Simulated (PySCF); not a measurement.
Estimate the missing entries of this data sheet.

Compound: C₅H₈O₄Si.
SMILES: `C=CCOC(=O)C(=O)O[SiH3]`

```tsv
property	level	value
point group of the GFN2-xTB geometry	GFN2-xTB	?
rotational constants A, B, C of the GFN2-xTB geometry	GFN2-xTB	3.207, 0.498, 0.461 GHz
dipole moment	PBE0/pcSseg-1	?
HOMO energy	PBE0/pcSseg-1	?
LUMO energy	PBE0/pcSseg-1	?
13C chemical shifts (computed TMS as zero) by class	GIAO PBE0/pcSseg-1	?
1H chemical shifts (computed TMS as zero) by class	GIAO PBE0/pcSseg-1	?
isotropic shieldings of nuclei other than C and H, by class	GIAO PBE0/pcSseg-1	?
```

Gas-phase values; electronic properties from PySCF, density fitting. Isolated species at its GFN2-xTB geometry (one conformer only). NMR classes are plain means over equivalent atoms (diastereotopic ones count apart unless rotation or inversion swaps them), as if these changed places fast; in this geometry the members of some classes differ.

Question: What are the 13C chemical shifts (computed TMS as zero) by class?

Answer: 163.4 (1 C), 162.9 (1 C), 139.9 (1 C), 130.5 (1 C), 71.8 (1 C) ppm.

Question: Give the point group of the GFN2-xTB geometry.

Answer: C1.

Question: The isotropic shieldings of nuclei other than C and H, by class?

Answer: -116 (1 O), -112 (1 O), 118 (1 O), 155 (1 O), 385 (1 Si) ppm.

Question: Give the 1H chemical shifts (computed TMS as zero) by class.

Answer: 6.08 (1 H), 5.90 (1 H), 5.77 (1 H), 4.94 (3 H), 4.93 (2 H) ppm.

Question: The HOMO energy?

Answer: -7.80 eV.

Question: What is the LUMO energy?

Answer: -1.71 eV.

Question: The dipole moment?

Answer: 0.50 D.

In atomic units the dipole is 0.20 e·bohr (1 au = 2.5417 D). The rotational constants make it an asymmetric top with κ = (2B − A − C)/(A − C) = -0.97, nearer the prolate limit (−1). With B = h/(8π²I), that is 505.379 GHz u Å² over I, the principal moments of inertia are 157.6, 1014.4 and 1095.7 u Å² (most abundant isotopes).
